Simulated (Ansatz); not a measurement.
A structure relaxed at PBE0-D4/def2-TZVP, charge 0, multiplicity 1:

```csv
atom,x (Å),y (Å),z (Å)
F1,0.419,2.464,1.125
B2,0.180,1.168,0.999
O3,0.131,0.647,-0.237
Si4,-0.131,-0.874,-0.834
H5,0.018,0.516,1.991
H6,1.065,-1.274,-1.610
H7,-0.362,-1.826,0.282
H8,-1.320,-0.820,-1.716
```

(1) Give its formula and SMILES.

(2) Point group (tolerance 0.08 Å, 0.16 Å for H)?

(3) Summarise the bond lengths by kind.

## Answers

(1) BFH4OSi, `FBO[SiH3]`.

(2) Cs.

(3) 1 × B–F 1.324 Å; 1 × B–O 1.342 Å; 1 × B–H 1.198 Å; 1 × O–Si 1.655 Å; 3 × H–Si 1.481 to 1.485 Å.

All numbers were calculated with Ansatz.
